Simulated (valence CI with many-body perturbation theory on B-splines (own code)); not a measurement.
# Er³⁶⁺: fill in the table

Computed by relativistic CI+MBPT: four valence electrons over a frozen Dirac-Fock core [Ar] 3d10, a basis of 11 s, 11 p, 9 d, 7 f, 5 g, 2 h, 1 i functions for each j, with the one-electron correlation potential Σ1, the two-electron term Σ2, the three-electron term Σ3, Breit, model QED; selected CI, second order for the rest (own B-spline code, finite nucleus).

The last digits are not significant, and no measured levels were compared; by estimate large intervals hold to a few tenths of a per cent, small ones and those within an open d or f shell to about a per cent.

| Level | E (cm⁻¹) |
| --- | --- |
| (4s^2 4p1/2^2) J=0 | 0 |
| (4s^2 4p1/2 4p3/2) J=1 | 458180 |
| (4s^2 4p1/2 4p3/2) J=2 | 488480 |
| (4s^2 4p3/2^2) J=2 | ? |
| (4s^2 4p3/2^2) J=0 | ? |
| (4s 4p1/2^2 4p3/2) J=2 | ? |
| (4s 4p1/2^2 4p3/2) J=1 | 1216800 |
| (4s^2 4p1/2 4d3/2) J=2 | ? |
| (4s 4p1/2 4p3/2^2) J=2 [a] | 1531400 |
| (4s 4p1/2 4p3/2^2) J=3 | 1589700 |
| (4s^2 4p1/2 4d3/2) J=1 | 1639100 |
| (4s 4p1/2 4p3/2^2) J=0 | 1660400 |
| (4s^2 4p1/2 4d5/2) J=2 | 1706300 |
| (4s 4p1/2 4p3/2^2) J=1 [a] | 1711900 |
| (4s^2 4p1/2 4d5/2) J=3 | 1720500 |
| (4s 4p1/2 4p3/2^2) J=2 [b] | ? |
| (4s 4p1/2 4p3/2^2) J=1 [b] | ? |
| (4s 4p3/2^3) J=2 | 2076000 |
| (4s^2 4p3/2 4d3/2) J=1 | 2097200 |
| (4s^2 4p3/2 4d3/2) J=2 | 2098000 |

Levels are named by their leading jj configuration (3d3/2^4 stands for four electrons in 3d with j = 3/2), which in mixed levels can hold well under half, so a name can repeat and another be missing. Letters in brackets count levels of one name in rising energy.

(1) The levels stand in rising order. What does the calculation give for the missing energies?

Answers

(1) (4s^2 4p3/2^2) J=2 969510; (4s^2 4p3/2^2) J=0 1035900; (4s 4p1/2^2 4p3/2) J=2 1112700; (4s^2 4p1/2 4d3/2) J=2 1520600; (4s 4p1/2 4p3/2^2) J=2 [b] 1748900; (4s 4p1/2 4p3/2^2) J=1 [b] 1749300.
